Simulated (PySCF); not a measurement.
MgO, SMILES [O]=[Mg].

Coordinates come from a B3LYP-D3(BJ)/def2-TZVPD optimisation.

All values below come from TDDFT-CAM-B3LYP/def2-TZVPD in PySCF.

Vertical excitations; the highest root listed may be one member of a degenerate set. The molecule is in vacuum. State labels are in the subgroup C2v.

Computed lowest excited states:
```tsv
state	symmetry	energy (eV)	λ (nm)	f	main pairs
S1	B2	0.70	1768	0.002	HOMO→LUMO (degenerate set)
S2	B1	0.70	1768	0.002	HOMO−1→LUMO (degenerate set)
S3	A1	2.93	423	0.142	HOMO−2→LUMO 85 %
S4	A2	4.41	281	0.000	HOMO−1→LUMO+2 46 %, HOMO→LUMO+1 46 %
S5	A2	4.47	278	0.000	HOMO→LUMO+1, HOMO−1→LUMO+2 (degenerate set)
S6	A1	4.47	278	0.000	HOMO→LUMO+2, HOMO−1→LUMO+1 (degenerate set)
S7	B1	5.20	238	0.106	HOMO−2→LUMO+1 (degenerate set)
S8	B2	5.20	238	0.106	HOMO−2→LUMO+2 (degenerate set)
S9	A1	5.56	223	0.280	HOMO→LUMO+2 40 %, HOMO−1→LUMO+1 40 %, HOMO−2→LUMO 17 %
S10	B1	5.69	218	0.121	HOMO−1→LUMO+3 60 %, HOMO−1→LUMO+4 28 %
T1	B1	0.23	5420	0	HOMO−1→LUMO (degenerate set)
T2	B2	0.23	5420	0	HOMO→LUMO (degenerate set)
T3	A1	0.51	2418	0	HOMO−2→LUMO 96 %
T4	A1	4.11	302	0	HOMO→LUMO+2 44 %, HOMO−1→LUMO+1 44 %
```
Triplets are in the Tamm–Dancoff approximation, which puts them higher than full response would, so one can lie above its singlet here.
